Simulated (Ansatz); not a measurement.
`[CH3][Al]([F])[SH]`, relaxed with RKS PBE-D4/def2-SVP in Ansatz from a rough embedded geometry. The force threshold is 0.03 eV/Å; the program also tests the step.

Charge 0, multiplicity 1.

Start:

```xyz
8

C     1.207    0.325   -0.095
Al   -0.718    0.346    0.071
F    -1.622    1.719   -0.586
S    -1.836   -1.284    1.060
H     1.644   -0.623    0.409
H     1.575    0.329   -1.149
H     1.690    1.205    0.429
H    -1.940   -2.016   -0.140
```

(1) How much energy does the relaxation release, and in how many steps? (An estimate is asked.)

(2) Which bonds change most? (Best estimate.)

(3) Give the relaxed structure. (Best estimate.)

## Answers

(1) Ansatz gave: 17.10 kJ/mol, in 3 steps.

(2) Ansatz gave: Al2–F3 from 1.770 to 1.683 Å; C1–H5 from 1.158 to 1.107 Å; S4–H8 from 1.409 to 1.365 Å; C1–H7 from 1.133 to 1.110 Å.

(3) The calculation gave: 
```xyz
8

C     1.238    0.317   -0.079
Al   -0.703    0.298    0.078
F    -1.546    1.592   -0.589
S    -1.908   -1.279    1.066
H     1.700   -0.588    0.360
H     1.545    0.390   -1.144
H     1.655    1.208    0.435
H    -1.980   -1.938   -0.127
```
